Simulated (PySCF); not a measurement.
**Ho(39+): ionisation energy**

Ho(39+) [Ar] 3d10 (1S) → Ho(40+) [Ar] 3d9 (2D), as a difference of total energies. Calculation: PySCF 2.14, in an even-tempered Gaussian basis (18 s from 7.3 bohr⁻², ratio 2.5; 13 p from 9.5 bohr⁻², ratio 2.5; 8 d from 9.5 bohr⁻², ratio 2.5; 4 f from 42 bohr⁻², ratio 2.7; 3 g from 63 bohr⁻², ratio 2.7); scalar relativity by spin-free X2C-1e. Correlated levels: outer shells: [Ne] frozen; virtual orbitals above 40 to 60 times the deepest correlated orbital energy dropped. The calculations carry no spin-orbit coupling.

```
                method  ionisation energy (eV)
                   UHF                  3036.4
                   LDA                  3034.5
                   PBE                  3033.8
                  PBE0                  3035.0
                r2SCAN                  3035.4
                  PW91                  3034.2
                 TPSSh                  3033.4
    MP2 (outer shells)                  3038.0
SCS-MP2 (outer shells)                  3037.7
```

A first-order spin-orbit estimate (lowest level to lowest level, LS coupling) adds -16.310 eV.

Breit and QED terms and the two-electron picture change are absent.

For comparison: 3018 ± 4 eV (theoretical estimate listed by NIST; NIST Atomic Spectra Database, ionization energies).
